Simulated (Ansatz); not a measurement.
One geometry of `NP(S)[SeH]`, several functionals.

```yaml
crystal:
  periodic: [false, false, false]
  atoms:
    - {symbol: N, position_ang: [-0.604759, 1.211432, -0.387241]}
    - {symbol: P, position_ang: [0.242774, -0.015454, 0.471385]}
    - {symbol: S, position_ang: [1.744438, -0.238512, -1.014490]}
    - {symbol: Se, position_ang: [-1.312212, -1.636376, 0.066984]}
    - {symbol: H, position_ang: [-0.055798, 2.056080, -0.489383]}
    - {symbol: H, position_ang: [-1.504068, 1.416835, 0.029159]}
    - {symbol: H, position_ang: [2.673685, -0.617367, -0.122410]}
    - {symbol: H, position_ang: [-1.091857, -2.233738, 1.390096]}
basis:
  gaussian: {orbitals: def2-TZVPP}
hamiltonian: {xc: pbe0, dispersion: d4}
output: {orbitals: {seedname: orbitals}}
```

```sh
$ ansatz run in.yaml --threads 4 --pin off --events-out ev --progress --plain
```

It prints (some lines left out):

```
Functional definition: PBE0
1418 factors; their error is unknown
mean field evaluation 1: about -87008.7775 eV, gradient 5.4e1 eV
mean field evaluation 2: about -86997.1308 eV, gradient 8.6e1 eV
mean field evaluation 4: about -87014.2626 eV, gradient 3.7e0 eV
mean field evaluation 8: about -87014.7265 eV, gradient 4.4e-1 eV
mean field evaluation 16: about -87014.7267 eV, gradient 9.2e-5 eV
mean field -87014.72671296 eV, -3197.7322260013 hartree, gradient 2.9e-5 eV, S^2 0.000000; 0 other end points of the search recorded, 0 dependent functions left out
reference -87014.72674060 eV, -3197.7322270170 hartree; 38, 38 occupied and 181, 181 virtual orbitals, 1418 factors
Total energy: -87014.94037070 eV, -3197.7400777781 hartree
```

Hardware: 4 threads of a server CPU on a shared host. Wall time 1.7 s, peak host memory 0.69 GiB.

Changing it to `hamiltonian: {xc: {name: BLYP}, dispersion: d4}` (abridged; 1.1 s):

```
Functional definition: BLYP
mean field evaluation 16: about -87031.7512 eV, gradient 7.3e-4 eV
mean field -87031.75121408 eV, -3198.3578648775 hartree, gradient 2.8e-5 eV, S^2 0.000000
Total energy: -87032.30350202 eV, -3198.3781610851 hartree
```

With the line `hamiltonian: {xc: hse06, dispersion: d4}` (abridged; 1.9 s):

```
Functional definition: HSE06
mean field evaluation 16: about -87014.3513 eV, gradient 2.1e-4 eV
mean field -87014.35127759 eV, -3197.7184290059 hartree, gradient 2.9e-5 eV, S^2 0.000000
Total energy: -87014.55263620 eV, -3197.7258287983 hartree
```

With the line `hamiltonian: {xc: {name: B97M-V}}` (abridged; 2.9 s):

```
Functional definition: B97M-V
mean field evaluation 16: about -87014.1082 eV, gradient 1.9e-4 eV
mean field -87014.10817376 eV, -3197.7094951049 hartree, gradient 4.9e-5 eV, S^2 0.000000
Total energy: -87014.10822844 eV, -3197.7094971143 hartree
```

The same input with `hamiltonian: {xc: r2scan, dispersion: d4}` and forces (abridged; 1.9 s):

```
Functional definition: r2SCAN
mean field evaluation 16: about -87028.9111 eV, gradient 3.9e-4 eV
mean field -87028.91110534 eV, -3198.2534928066 hartree, gradient 7.8e-5 eV, S^2 0.000000
Total energy: -87028.96752528 eV, -3198.2555662013 hartree
Atom 0 force    -0.072000     0.057766    -0.122768 eV/Å
Atom 1 force     0.074566     0.015403     0.225299 eV/Å
Atom 2 force     0.151637     0.013250    -0.123883 eV/Å
Atom 3 force    -0.149014    -0.136625     0.011557 eV/Å
Atom 4 force     0.003046     0.031325     0.011030 eV/Å
Atom 5 force    -0.012904     0.025242     0.018124 eV/Å
Atom 6 force     0.007924    -0.007641     0.000244 eV/Å
Atom 7 force    -0.003256     0.001280    -0.019602 eV/Å
Dipole moment:     0.027294     0.297847     0.289059 e Å
```

With the line `hamiltonian: {xc: pbe, dispersion: d4}` and forces (abridged; 1.3 s):

```
Functional definition: PBE
mean field evaluation 16: about -87010.9746 eV, gradient 9.6e-4 eV
mean field -87010.97464730 eV, -3197.5943401314 hartree, gradient 1.1e-5 eV, S^2 0.000000
Total energy: -87011.22664719 eV, -3197.6036009567 hartree
Atom 0 force    -0.095362    -0.040227    -0.331196 eV/Å
Atom 1 force     0.226395    -0.075927     0.568709 eV/Å
Atom 2 force     0.100025     0.068821    -0.452523 eV/Å
Atom 3 force    -0.323911    -0.146548    -0.299549 eV/Å
Atom 4 force     0.177645     0.289634    -0.044105 eV/Å
Atom 5 force    -0.304325     0.073429     0.133420 eV/Å
Atom 6 force     0.169794    -0.071987     0.184172 eV/Å
Atom 7 force     0.049740    -0.097196     0.241072 eV/Å
Dipole moment:     0.021827     0.292362     0.274461 e Å
```

HSE06 is the plane-wave form, built on full-range PBE exchange.
